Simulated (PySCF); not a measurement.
# Correlation energy of Tc²⁺ (technetium, charge +2)

[Kr] 4d4 5p1, one real determinant (an excited configuration). Computed with PySCF 2.14 in aug-cc-pVDZ-PP with ECP28MDF (5s5p4d2f, 54 functions), with a scalar-relativistic core potential. Frozen: 4s2 4p6; 5 electrons correlated.

MP2 pair energies summed by pair of shells (mhartree):

```csv
pair,energy,share (%)
4d-4d,-23.78,68.5
4d-5p,-10.92,31.5
```

Total MP2 correlation energy: -34.71 mhartree.

Same-spin part -34.71 and opposite-spin part 0.00 mhartree; SCS-MP2 scales them by 1/3 and 6/5 to -11.57 mhartree.

The reference is one real determinant that mixes LS terms of this configuration.
